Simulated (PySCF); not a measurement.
**SrAl: from constants to spectrum**

ROHF-CCSD(T) constants of SrAl, ²Π (doublet), unpaired electrons π ↑ (basis Sr def2-SVP with ECP28, Al def2-SVP; scalar-relativistic core potentials; PySCF 2.14; masses 87.9056 and 26.9815 u):

* ωe: 136.0 cm⁻¹
* ωexe: 1.5 cm⁻¹
* Be: 0.070485 cm⁻¹
* αe: 0.000709 cm⁻¹
* D (centrifugal): 7.57e-08 cm⁻¹
* De to Sr + Al: 0.343 eV

**Question.** Give the vibrational terms G(v) and spacings up to v = 6.

**Answer.** G(v) = ωe(v+½) − ωexe(v+½)².

```tsv
v	G(v) (cm⁻¹)	G(v) − G(v−1)	Bv (cm⁻¹)
0	67.6		0.07013
1	200.6	133.0	0.06942
2	330.6	130.0	0.06871
3	457.6	127.0	0.06800
4	581.6	124.0	0.06729
5	702.6	121.0	0.06659
6	820.6	118.0	0.06588
```

**Question.** How well does the Morse estimate ωe²/(4ωexe) reproduce De, and what is D0?

**Answer.** It gives 0.382 eV, 111 % of the computed De. D0 = De − G(0) = 0.343 − 0.008 = 0.335 eV.

Correlated steps freeze 5 core orbitals. The bond is weak. Basis-set superposition, not corrected here, can be much of De in a small basis, most of all at correlated wavefunction levels. Spin–orbit coupling is left out. The state was picked by a PBE0 search and need not be the measured ground state.
